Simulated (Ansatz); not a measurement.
Geometry optimisation, RKS PBE/6-31G* in Ansatz.

input.yaml

```yaml
crystal:
  periodic: [false, false, false]
  atoms:
    - { symbol: C, position_ang: [-1.2657, -1.6094, -1.7165] }
    - { symbol: C, position_ang: [-1.002, -0.7119, -0.5424] }
    - { symbol: C, position_ang: [0.1821, -0.4944, -0.0089] }
    - { symbol: "N", position_ang: [1.4692, -1.0604, -0.4401] }
    - { symbol: Si, position_ang: [0.3685, 0.6866, 1.4938] }
    - { symbol: C, position_ang: [0.531, 2.4614, 0.9345] }
    - { symbol: H, position_ang: [-1.9362, -2.3898, -1.4216] }
    - { symbol: H, position_ang: [-1.8091, -0.9524, -2.4832] }
    - { symbol: H, position_ang: [-0.4243, -1.9667, -2.169] }
    - { symbol: H, position_ang: [-1.8705, -0.2141, -0.0938] }
    - { symbol: H, position_ang: [1.45347, -1.07304, -1.46668] }
    - { symbol: H, position_ang: [2.25667, -0.58351, -0.05475] }
    - { symbol: H, position_ang: [1.5183, 0.3102, 2.2735] }
    - { symbol: H, position_ang: [-0.8613, 0.5483, 2.3891] }
    - { symbol: H, position_ang: [-0.346, 2.7407, 0.3618] }
    - { symbol: H, position_ang: [1.4202, 2.6062, 0.3195] }
    - { symbol: H, position_ang: [0.6416, 3.1574, 1.784] }
basis:
  gaussian: { orbitals: "6-31G*" }
hamiltonian:
  xc: pbe
relax:
  f_tol: 0.015
  max_steps: 40
```

Launched with:

```bash
$ ansatz run input.yaml --threads 2 --pin off --max-ram 3072MiB --backend cpu --events-out ev --progress --plain --runs-dir out
```

Problem. Where does it end, and by what steps?

Solution. The forces met the threshold. The force dipped under the threshold on the way, but the program's further checks kept it going. After 25 steps the energy has fallen by 0.533 eV; H12 moved furthest, 1.04 Å.

```csv
step,energy less start (eV),largest force component (eV/Å),accepted
0,0.0000,3.454,yes
1,-0.4020,1.339,yes
2,-0.4624,0.254,yes
3,-0.4728,0.214,yes
4,-0.4801,0.214,yes
5,-0.4846,0.097,yes
6,-0.4878,0.067,yes
7,-0.4933,0.204,yes
8,-0.4974,0.194,yes
9,-0.5053,0.246,yes
10,-0.5096,0.259,yes
11,-0.5133,0.233,yes
12,-0.5180,0.143,yes
13,-0.5209,0.063,yes
14,-0.5222,0.173,yes
15,-0.5249,0.056,yes
16,-0.5240,0.214,no
17,-0.5279,0.045,yes
18,-0.5289,0.124,yes
19,-0.5302,0.074,yes
20,-0.5254,0.266,no
21,-0.5317,0.043,yes
22,-0.5324,0.067,yes
23,-0.5327,0.026,yes
24,-0.5328,0.008,yes
25,-0.5329,0.012,yes
```

```xyz
17
Properties=species:S:1:pos:R:3
C -1.254 -1.809 -1.659
C -1.102 -0.871 -0.490
C 0.069 -0.315 -0.071
N 1.323 -0.611 -0.643
Si 0.084 0.802 1.451
C 0.971 2.445 1.105
H -1.109 -2.870 -1.373
H -2.262 -1.732 -2.101
H -0.530 -1.595 -2.469
H -2.006 -0.652 0.088
H 1.276 -1.078 -1.553
H 1.965 0.183 -0.688
H 0.775 0.131 2.608
H -1.345 1.055 1.837
H 0.489 2.993 0.278
H 2.032 2.290 0.841
H 0.950 3.090 1.999
```

Time of the run: 82 s on 2 threads of Arm Neoverse V1, on a shared host, peak memory 0.17 GiB.
